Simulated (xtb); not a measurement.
Harmonic IR lines of one isomer of CFNSi, unscaled. Level of theory: GFN2-xTB (xtb).

wavenumber (cm⁻¹): 118 (vw), 663 (m), 810 (s), 2169 (vs)

Name which structure gives these lines.
(A) `[C-]#[N+][Si]F` (excited triplet)
(B) `N#C[Si]F` (lower singlet)
(C) `N#C[Si]F` (excited triplet)
(D) `[C-]#[N+][Si]F` (lower singlet)

C, `N#C[Si]F` (excited triplet)
